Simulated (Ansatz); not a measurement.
Mulliken charges of ClFH4OSiSn (`[OH][SnH]([Cl])[SiH2]F`) from PBE/def2-TZVPP in Ansatz (PBE0-D4/def2-TZVP geometry).

```json
{"atom": "O1", "x (Å)": "1.347", "y (Å)": "1.862", "z (Å)": "-0.551", "charge (e)": "-0.490"}
{"atom": "Sn2", "x (Å)": "0.997", "y (Å)": "-0.060", "z (Å)": "-0.419", "charge (e)": "0.791"}
{"atom": "Cl3", "x (Å)": "2.111", "y (Å)": "-0.796", "z (Å)": "1.513", "charge (e)": "-0.369"}
{"atom": "Si4", "x (Å)": "-1.449", "y (Å)": "-0.607", "z (Å)": "0.182", "charge (e)": "0.345"}
{"atom": "F5", "x (Å)": "-2.409", "y (Å)": "-0.264", "z (Å)": "-1.053", "charge (e)": "-0.268"}
{"atom": "H6", "x (Å)": "1.121", "y (Å)": "2.350", "z (Å)": "0.244", "charge (e)": "0.183"}
{"atom": "H7", "x (Å)": "1.801", "y (Å)": "-0.704", "z (Å)": "-1.770", "charge (e)": "-0.100"}
{"atom": "H8", "x (Å)": "-1.577", "y (Å)": "-2.050", "z (Å)": "0.496", "charge (e)": "-0.044"}
{"atom": "H9", "x (Å)": "-1.853", "y (Å)": "0.223", "z (Å)": "1.342", "charge (e)": "-0.048"}
```

Question: By hand: the dipole of these point charges (1 e Å = 4.8032 D).

Answer: Σ q r = (-0.321, -0.225, -0.139) e Å, of length 0.416 e Å = 2.00 D.

Question: How does the dipole of the full density compare? (Estimate.)

Answer: Ansatz gave: (-0.349, -0.081, 0.021) e Å, 1.72 D; the point charges give 1.16 times that, at 31° from its direction.

Point charges leave out the atoms' own dipoles, such as those of lone pairs, and Mulliken's split depends on the basis, so the two needn't agree.
